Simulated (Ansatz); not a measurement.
Li3I3⁺, that is (LiI)3 ring with one electron fewer. Charge 1, multiplicity 2. Geometry PBE0-D4/def2-SVP, that of the neutral singlet; atoms count from 1.

```xyz
6

Li    0.9309    0.2508   -1.8765
I     0.2048   -2.1995   -1.7909
Li   -0.7791   -1.8828    0.5478
I    -1.2547   -0.3381    2.5292
Li   -0.1519    1.6320    1.3288
I     1.0500    2.5376   -0.7385
```

In the def2 sets I takes a core potential; there is no spin–orbit coupling.

Problem. Estimate the Mulliken populations from the PBE0/def2-TZVP orbitals of Ansatz.

Solution. 
| atom | charge (e) | spin (α − β) |
| --- | --- | --- |
| Li1 | 0.73 | 0.00 |
| I2 | -0.40 | 0.32 |
| Li3 | 0.71 | -0.02 |
| I4 | -0.36 | 0.38 |
| Li5 | 0.71 | -0.02 |
| I6 | -0.40 | 0.32 |
Mulliken values and Mayer orders depend strongly on the basis.

Problem. Where does the spin sit?

Solution. Summed by element: Li -0.03, I 1.03, of 1 unpaired in all. Largest on single atoms: I4 0.38, I6 0.32, I2 0.32.
